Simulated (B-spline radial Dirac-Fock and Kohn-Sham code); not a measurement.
The computed values come from a B-spline atomic structure program: independent-particle radiative and Coulomb Auger rates from relativistic LDA hole-state orbitals, with Dirac-Fock energies.

Problem. A single inner-shell vacancy in a neutral atom gives this computed emission spectrum. Which element, which hole, and which lines?

```csv
energy (eV),relative intensity
7595.9,5.1
8585.4,11.3
8652.0,100.0
9904.2,1.2
10259.0,2.0
10272.5,17.7
10537.3,0.7
```

Solution. Rhenium (Z = 75), hole in L3 (2p3/2). In order of rising energy the lines are Lℓ (L3-M1), Lα2 (L3-M4), Lα1 (L3-M5), Lβ6 (L3-N1), Lβ15 (L3-N4), Lβ2 (L3-N5), Lβ5 (L3-O5).
